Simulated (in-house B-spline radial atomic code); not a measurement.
Radial electron density of Zn8+, [Ar] 3d4. Method: non-relativistic TPSSh, spin-polarised, spherical fractional occupations, exact exchange averaged over the configuration, point nucleus. Calculated with a radial B-spline atomic code at the basis-set limit.

Columns: r (bohr), 4πr²n(r) (electrons per bohr), bar.

```
 0.00224    1.019 #
 0.00267    1.411 #
 0.00317     1.93 ##
 0.00377    2.633 ###
 0.00449    3.577 ####
 0.00534    4.809 #####
 0.00635      6.4 #######
 0.00755    8.421 #########
 0.00898    10.94 ############
  0.0107    14.01 ###############
  0.0127    17.52 ###################
  0.0151    21.47 #######################
   0.018    25.69 ###########################
  0.0214    29.71 ###############################
  0.0254    33.13 ###################################
  0.0302    35.51 ######################################
  0.0359     36.4 #######################################
  0.0427    35.65 ######################################
  0.0508    33.57 ####################################
  0.0604    31.08 #################################
  0.0719    29.46 ###############################
  0.0855    29.96 ################################
   0.102    33.04 ###################################
   0.121    37.53 ########################################
   0.144    41.28 ############################################
   0.171    41.58 ############################################
   0.203    37.27 #######################################
   0.242    29.39 ###############################
   0.288    21.69 #######################
   0.342    17.69 ###################
   0.407     18.2 ###################
   0.484    20.72 ######################
   0.575    21.38 #######################
   0.684    18.28 ###################
   0.814    12.56 #############
   0.968    6.805 #######
    1.15    2.851 ###
    1.37   0.8861 #
    1.63   0.2032 
    1.94  0.03249 
     2.3 0.003625
```

On this grid the curve has 3 maxima, near 0.0359, 0.171, 0.575 bohr.

The 3d up radial function P(r) = rR(r), positive near the nucleus:

| r (bohr) | P |
| --- | --- |
| 0.018 | 0.001938 |
| 0.0254 | 0.005074 |
| 0.0359 | 0.01298 |
| 0.0508 | 0.03208 |
| 0.0719 | 0.07537 |
| 0.102 | 0.1664 |
| 0.144 | 0.3326 |
| 0.203 | 0.5918 |
| 0.288 | 0.9218 |
| 0.407 | 1.196 |
| 0.575 | 1.235 |
| 0.814 | 0.9559 |
| 1.15 | 0.5131 |
| 1.63 | 0.1646 |
| 2.3 | 0.02614 |
